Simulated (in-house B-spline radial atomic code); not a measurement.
The numbers below are computed, except where a source is named.
Making a Troullier-Martins p channel for Nb, r_c = 0.85 bohr

Nb, [Kr] 4d4 5s1, non-relativistic LDA (VWN5), spherical and spin-unpolarised, from an all-electron radial atomic-structure program (B-spline basis) (atomic units). The all-electron 4p level is ε = -1.250048 hartree, its outermost node lies just inside 0.56 bohr and its outer maximum at 1.14 bohr.

Inside r_c the pseudo-orbital is u(r) = r^2 exp(p(r)), with p = c0 + c2 r² + c4 r⁴ + … + c12 r¹². The seven coefficients follow from p and its first four derivatives at r_c, from zero curvature of the screened potential at the origin, c4 = −c2²/(2l + 5), and from the norm inside r_c. At r_c the all-electron orbital has P = 0.7911767, P' = 1.57284, the screened potential V = -7.278085, V' = 17.88427, V'' = -60.21476, and the norm inside is Q = 0.1343322.

Question: What are p, p' and p'' at r_c?

Answer: p = ln(P/r_c^2) = ln(0.7911767/0.7225) = 0.09080. p' = P'/P − 2/r_c = 1.98798 − 2.35294 = -0.36497. The radial equation gives p'' = 2(V − ε) − 2(2) p'/r_c − p'² = -12.05607 − (-1.71748) − 0.13320 = -10.47179. Differentiating, p''' = 2V' + 2(2)p'/r_c² − 2(2)p''/r_c − 2p'p'' = 75.383, and p'''' = 2V'' − 4(2)p'/r_c³ + 4(2)p''/r_c² − 2(2)p'''/r_c − 2p''² − 2p'p''' = -750.66.

For a trial c2 the five matching conditions are linear in c0, c6, c8, c10 and c12, and c2 is varied until the norm inside r_c equals Q. The root nearest zero gives:

| n | c_n |
| --- | --- |
| 0 | 2.352285 |
| 2 | -10.10011 |
| 4 | -14.57318 |
| 6 | 144.9774 |
| 8 | -291.647 |
| 10 | 245.8912 |
| 12 | -77.14778 |

Question: Check c4 and p(r_c), and find the screened pseudopotential at the origin.

Answer: −c2²/7 = -14.5732, as listed. The terms c_n r_c^n are 2.35229, -7.29733, -7.60729, 54.67816, -79.47106, 48.40967, -10.97364, which sum to 0.09080. Inverting the radial equation, V_l(r) = ε + 2 p'/r + (p'' + p'²)/2, so V_l(0) = ε + (2l + 3) c2 = -1.250048 + 5 × (-10.1001) = -51.7506 hartree, finite where the all-electron potential diverges.

Orbitals and screened potentials:

```json
{"r (bohr)": "0.085", "P": "0.328", "u": "0.07054", "V all-electron": "-343.5", "V pseudo": "-51.5"}
{"r (bohr)": "0.212", "P": "-0.2352", "u": "0.2948", "V all-electron": "-93.94", "V pseudo": "-43.95"}
{"r (bohr)": "0.34", "P": "-0.5138", "u": "0.3712", "V all-electron": "-42.56", "V pseudo": "-20.36"}
{"r (bohr)": "0.468", "P": "-0.2653", "u": "0.3296", "V all-electron": "-23.67", "V pseudo": "2.01"}
{"r (bohr)": "0.595", "P": "0.1522", "u": "0.3601", "V all-electron": "-14.96", "V pseudo": "10.3"}
{"r (bohr)": "0.722", "P": "0.5279", "u": "0.5452", "V all-electron": "-10.18", "V pseudo": "1.154"}
{"r (bohr)": "0.85", "P": "0.7912", "u": "0.7912", "V all-electron": "-7.278", "V pseudo": "-7.278"}
```

Logarithmic derivatives P'/P at R = 1.15 bohr, for energies E around ε:

| E − ε (hartree) | all-electron | pseudo |
| --- | --- | --- |
| -0.5 | 0.311846 | 0.305751 |
| -0.25 | 0.126082 | 0.124342 |
| -0.1 | 0.00937545 | 0.00907213 |
| 0 | -0.0707902 | -0.070791 |
| 0.1 | -0.152952 | -0.153293 |
| 0.25 | -0.280157 | -0.282484 |
| 0.5 | -0.503649 | -0.514575 |

Question: With P(R) = 0.9863797 and a norm of 0.3947621 inside R, what slope in energy does norm conservation fix?

Answer: d(P'/P)/dE = −2 × (norm inside R)/P(R)² = -0.8115 per hartree·bohr at E = ε, for both atoms, since orbital and norm agree at R. Differences over ±0.1 hartree give -0.8116 (all-electron) and -0.8118 (pseudo), which also hold third-order terms. Half a hartree below ε the two curves differ by -0.0061.
